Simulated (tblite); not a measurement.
Task: Write Cartesian coordinates for `P1(C=CCC=C1)C` as optimised with GFN2-xTB.

Result: 
```
atom  x, y, z in Å
C1     2.466   -0.313    0.218
P2     0.878    0.120    1.079
C3    -0.142   -1.260    0.487
C4    -1.374   -1.077    0.034
C5    -2.011    0.277   -0.092
C6    -1.019    1.319   -0.520
C7     0.242    1.331   -0.114
H8     2.294   -0.530   -0.835
H9     2.906   -1.181    0.705
H10    3.156    0.523    0.313
H11    0.292   -2.247    0.572
H12   -1.974   -1.917   -0.290
H13   -2.839    0.235   -0.803
H14   -2.430    0.563    0.880
H15   -1.385    2.067   -1.212
H16    0.934    2.098   -0.434
```

Orientation and origin are arbitrary. Atoms count from 1 in this order. The 4 C–C bonds span 1.325 Å (C6=C7, drawn double) to 1.501 Å (C4–C5, drawn single), a spread of 0.176 Å. The 6-membered ring P2–C3–C4–C5–C6–C7 has internal angles of 95.5° to 123.2° (sum 697°, against 720° for a flat polygon); it is puckered, 0.24 Å rms from its mean plane, widest ring torsion 37°. P2 (phosphine phosphorus) is pyramidal (angles 98.7°, 98.7° and 95.5°, sum 292.9°, 0.90 Å off the plane of its three neighbours). The C–P distances run from 1.815 Å (P2–C7, drawn single) to 1.858 Å (C1–P2, drawn single), a spread of 0.043 Å.

Bonds between heavy atoms (Å): C1–P2 1.858, P2–C3 1.815, C3=C4 1.325, C4–C5 1.501, C5–C6 1.501, C6=C7 1.325, P2–C7 1.815.

The geometry is computed with GFN2-xTB (gas phase).

Point group: Cs (every atom within 0.08 Å of its image). Its GFN2-xTB frequencies are all real (lowest 71 cm⁻¹). One conformer, not necessarily the lowest (C1–P2–C3–C4 -135°, C3–C4–C5–C6 37°, C4–C5–C6–C7 -37°, C1–P2–C7–C6 135°).
